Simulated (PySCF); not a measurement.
**IrI₂: from structure and modes to constants**

These are results of UB3LYP/[Ir def2-SVP with ECP60, I def2-SVP with ECP28], scalar-relativistic core potentials, density fitting, no spin–orbit coupling, PySCF, not measurements.

The quartet minimum has D∞h symmetry. Masses (u): Ir 192.96292, I 126.90447.

```xyz
3
charge 0 multiplicity 4, angstrom
Ir    0.0000    0.0000    0.0000
I     2.5502    0.0000    0.0000
I    -2.5502    0.0000    0.0000
```

Harmonic wavenumbers (cm⁻¹): 33.1 (πu, ×2), 169.2 (σg+, ×1), 233.3 (σu+, ×1).

Q: Find the principal moments of inertia and the rotational constants. What kind of rotor is it?

A: About the centre of mass I = 1650.7 u Å². With B = 16.8576/I this gives 0.01021 cm⁻¹. The molecule is linear.

Q: What is the harmonic zero-point energy?

A: Half the sum of all 4 wavenumbers, 469/2 = 234 cm⁻¹, which is 2.8 kJ/mol (1 cm⁻¹ = 0.0119627 kJ/mol).

Q: Find the vibrational entropy and heat capacity at 298.15 K.

A: With u = 1.43878 ω/T, each mode gives S = R[u/(eᵘ−1) − ln(1−e⁻ᵘ)] and C = R u² eᵘ/(eᵘ−1)².
| ω (cm⁻¹) | u | S (J/(mol K)) | C (J/(mol K)) |
| --- | --- | --- | --- |
| 33.1 (×2) | 0.160 | 23.57 | 8.30 |
| 169.2 | 0.817 | 10.23 | 7.87 |
| 233.3 | 1.126 | 7.76 | 7.49 |
The sums over all modes are S = 65.1 and C = 32.0 J/(mol K); the softest mode gives 36 % of the entropy (each member, where degenerate).

Q: Give the standard entropy (298.15 K, 1 bar) by its translational, rotational, vibrational and spin parts, and Cp.

A: Sackur–Tetrode with M = 446.77 u gives 185.0; rotation with symmetry number 2 gives 85.0; vibration 65.1; spin R ln 4 = 11.5. The total is 346.6 J/(mol K), and Cp = 7/2 R + 32.0 = 61.1 J/(mol K).

Q: Find the bond force constant k and the stretch–stretch coupling k′ of the valence force field.

A: For linear XMX, 4π²c²ω(σg)² = (k + k′)/mX and 4π²c²ω(σu)² = (k − k′)(1 + 2mX/mM)/mX. So k + k′ = 2.141 and k − k′ = 1.757 mdyn/Å, giving k = 1.949 and k′ = 0.192 mdyn/Å.

This need not be the most stable arrangement of these atoms. Other spin states or occupations of the open shell can lie lower. With an element this heavy the missing spin–orbit coupling can shift these numbers.
